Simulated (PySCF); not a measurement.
This PySCF input asks for the NMR shieldings of `B/C=C\[SiH2]O[SiH3]`, C2H9BOSi2; the geometry comes from GFN2-xTB.

```python
import basis_set_exchange as bse
import numpy as np
from pyscf import gto, dft
from pyscf.prop import nmr

atoms = """
B    -3.059873   -0.689050   -0.596541
C    -2.253225    0.575776   -0.252695
C    -0.914178    0.626495   -0.158908
Si    0.287515   -0.805500   -0.409969
O     1.777796   -0.202855   -0.189270
Si    3.158297    0.578102    0.117686
H    -4.222174   -0.627820   -0.719530
H    -2.513864   -1.713429   -0.734865
H    -2.792102    1.505301   -0.077196
H    -0.449194    1.581160    0.081364
H     0.279948   -1.316288   -1.781417
H     0.132207   -1.851606    0.601640
H     3.879187   -0.230635    1.097613
H     3.864517    0.680319   -1.157574
H     2.820731    1.898019    0.652096
"""
names = dict.fromkeys(["B", "C", "Si", "O", "H"], "pcSseg-1")
basis = {el: gto.basis.parse(bse.get_basis(n, elements=[el], fmt="nwchem")) for el, n in names.items()}
mol = gto.M(atom=atoms, basis=basis, charge=0, verbose=0)
mf = dft.RKS(mol, xc="PBE0")
mf.grids.level = 2
mf.grids.alignment = dft.numint.BLKSIZE   # the property module wants whole blocks of grid points
mf.conv_tol = 1e-9
mf.kernel()

calc = nmr.RKS(mf)   # GIAO
C = mf.mo_coeff
Co = C[:, mf.mo_occ > 0]
resp = mf.gen_response(singlet=True, hermi=2)
def vind(x):   # induced exchange potential for any number of trial vectors
    d = np.einsum("pi,xij,qj->xpq", C, 2 * x.reshape(-1, C.shape[1], Co.shape[1]), Co, optimize=True)
    return np.einsum("xpq,pi,qj->xij", resp(d - d.transpose(0, 2, 1)), C, Co, optimize=True).ravel()
mo1, _ = nmr.rhf.solve_mo1(calc, with_cphf=vind)
sigma = calc.kernel(mo1)
for i, s in enumerate(sigma):   # ppm
    w = np.linalg.eigvalsh((s + s.T) / 2)
    print("%2d %-2s iso %8.1f  s11 %8.1f  s22 %8.1f  s33 %8.1f" % (i, mol.atom_pure_symbol(i), w.mean(), *w))
```

**Question.** Give the expected output.

**Answer.** 
```
 0 B  iso     29.1  s11    -28.0  s22    -13.3  s33    128.6
 1 C  iso     23.7  s11   -103.1  s22     -6.7  s33    180.9
 2 C  iso      0.9  s11   -123.4  s22    -18.5  s33    144.8
 3 Si iso    387.0  s11    350.4  s22    366.2  s33    444.4
 4 O  iso    332.4  s11    246.4  s22    360.5  s33    390.3
 5 Si iso    394.6  s11    357.5  s22    362.6  s33    463.7
 6 H  iso     24.7  s11     19.8  s22     26.6  s33     27.7
 7 H  iso     24.8  s11     17.7  s22     27.6  s33     29.1
 8 H  iso     23.6  s11     19.5  s22     23.7  s33     27.6
 9 H  iso     23.4  s11     17.7  s22     23.9  s33     28.5
10 H  iso     26.1  s11     22.3  s22     25.4  s33     30.6
11 H  iso     26.1  s11     22.3  s22     25.3  s33     30.6
12 H  iso     26.5  s11     23.1  s22     24.9  s33     31.4
13 H  iso     26.5  s11     23.2  s22     24.9  s33     31.4
14 H  iso     26.4  s11     22.9  s22     25.3  s33     31.1
```

These numbers come from an equivalent density-fitted implementation of the same equations, which agrees with the script to about 0.01 ppm for H and up to a few tenths of a ppm for heavy atoms, so last digits may differ.

Size and cost of the density-fitted run: 161 basis functions, 34 s wall time on 1 thread of an Arm Neoverse N1, shared host.
